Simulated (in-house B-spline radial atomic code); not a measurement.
Radial electron density of Sn VI (Sn5+), [Kr] 4d9. All numbers are computed (scalar-relativistic (X2C) PBE0, spin-polarised, spherical fractional occupations, exact exchange averaged over the configuration; Fermi nucleus of rms radius 4.6519 fm) with an all-electron radial atomic-structure program (B-spline basis), not measured.

One-electron X2C: radii and densities carry no picture-change correction, so inner-shell <1/r> comes out high (for 1s by about 2 % at Z = 33, 5 % at 54, 10 % at 75, 30 % at 118) and <r> low.

Columns: r (bohr), 4πr²n(r) (electrons per bohr), bar.

```
0.000869    1.812 #
 0.00105    2.454 #
 0.00128     3.36 ##
 0.00155    4.533 ##
 0.00189    6.149 ###
 0.00229     8.21 ####
 0.00278    10.91 ######
 0.00337    14.33 ########
  0.0041    18.69 ##########
 0.00497    23.93 #############
 0.00604     30.2 ################
 0.00733    37.25 ####################
  0.0089    44.82 ########################
  0.0108    52.26 ############################
  0.0131    58.73 ###############################
  0.0159     63.3 ##################################
  0.0193    65.05 ###################################
  0.0235    63.69 ##################################
  0.0285    60.09 ################################
  0.0346    56.38 ##############################
   0.042    55.54 ##############################
  0.0509    59.84 ################################
  0.0618    68.94 #####################################
  0.0751    78.65 ##########################################
  0.0911    82.49 ############################################
   0.111    76.69 #########################################
   0.134    65.41 ###################################
   0.163    57.21 ###############################
   0.198    59.22 ################################
    0.24    66.35 ###################################
   0.292    65.88 ###################################
   0.354    51.72 ############################
    0.43    32.28 #################
   0.522    21.15 ###########
   0.633    20.99 ###########
   0.769     23.3 ############
   0.933    20.69 ###########
    1.13    13.91 #######
    1.38      6.9 ####
    1.67    2.707 #
    2.03   0.7797 
    2.46   0.1633 
    2.99  0.02145 
    3.63 0.001632
```

On this grid the curve has 4 maxima, near 0.0193, 0.0911, 0.24, 0.769 bohr.

The 4d down radial function P(r) = rR(r), positive near the nucleus:

| r (bohr) | P |
| --- | --- |
| 0.0108 | 0.001767 |
| 0.0159 | 0.005005 |
| 0.0235 | 0.01388 |
| 0.0346 | 0.03628 |
| 0.0509 | 0.088 |
| 0.0751 | 0.1929 |
| 0.111 | 0.3618 |
| 0.163 | 0.5322 |
| 0.24 | 0.5304 |
| 0.354 | 0.1471 |
| 0.522 | -0.5413 |
| 0.769 | -1.038 |
| 1.13 | -0.9482 |
| 1.67 | -0.4902 |
| 2.46 | -0.1324 |
| 3.63 | -0.01371 |
